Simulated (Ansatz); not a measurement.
InH2(CH2SiH3) (CH7InSi), relaxed as a singlet with RKS B3LYP-D4/def2-SVP in Ansatz, starting from the GFN2-xTB geometry. Force threshold 0.02 eV/Å.

In the def2 sets In takes a core potential; there is no spin–orbit coupling.

Start:

Cartesian coordinates in Å:
```
In 0.758 -0.198 -1.729
H 1.470 1.142 -2.598
H 0.198 -1.423 -2.844
C 0.633 -0.345 0.482
Si -1.000 0.368 1.135
H 0.730 -1.399 0.747
H 1.486 0.195 0.897
H -1.103 1.787 0.755
H -2.129 -0.379 0.554
H -1.044 0.252 2.600
```

```csv
step,energy (eV),largest force component (eV/Å),SCF passes
1,-14201.0344,0.921,23
2,-14201.0907,0.286,23
3,-14201.1098,0.155,24
4,-14201.1108,0.058,22
5,-14201.1109,0.006,21
```

Force components are those of the run's own axes.

End:

```xyz
10

In    0.777   -0.202   -1.768
H     1.503    1.208   -2.484
H     0.160   -1.506   -2.742
C     0.629   -0.337    0.416
Si   -0.969    0.355    1.118
H     0.719   -1.401    0.694
H     1.485    0.209    0.847
H    -1.118    1.799    0.756
H    -2.147   -0.375    0.554
H    -1.039    0.250    2.609
```

By distances, no bond broke or formed. The bond that changes most is In1–C4, from 2.22 to 2.19 Å (atoms count from 1).

No frequencies were taken in this run, so the end may be a saddle point.

Run time 9 s (4 threads of Arm Neoverse V1 on a shared host).
